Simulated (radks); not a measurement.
Q: Radial electron density D(r) = 4 pi r^2 rho(r) of an atom or ion with 38 electrons. All-electron calculation, scalar-relativistic Kohn-Sham, PBEsol, spin-polarised, spherical densities, point nucleus. Program: a radial shooting solver on a logarithmic mesh with Libxc functionals.

r (bohr)  D(r) (e/bohr)
0.001615          1.811
0.002137          2.960
0.002828          4.772
0.003742          7.554
0.004951          11.67
0.006551          17.47
0.008668          25.07
0.01147           34.04
0.01517           43.05
0.02008           49.75
0.02678           51.63
0.03543           48.29
0.04688           44.01
0.06203           45.83
0.08207           55.68
0.1086            63.59
0.1437            57.12
0.1901            42.48
0.2515            39.95
0.3328            47.49
0.4404            41.50
0.5827            22.49
0.7709            11.52
1.02              9.904
1.35              6.807
1.786             2.921
2.363             1.469
3.126            0.7838
4.137            0.1929
5.473           0.01605
7.242         0.0003329

What is the nuclear charge?

A: Z = 41. The innermost maximum, from 1s, lies near gamma/Z bohr with gamma = sqrt(1 - (Z/c)^2) = 0.954, here 0.0233 bohr (found: 0.0253), and its height grows with Z. The density is that of the niobium ion Nb3+ in [Kr] 5s2; the configuration itself is not fixed sharply by these data, and Z only to a few units. D(r) has 3 maxima, at r = 0.0253, 0.112, 0.355 bohr, and minima at 0.0512, 0.227 bohr, inside which lie 2.04, 11.05 electrons.
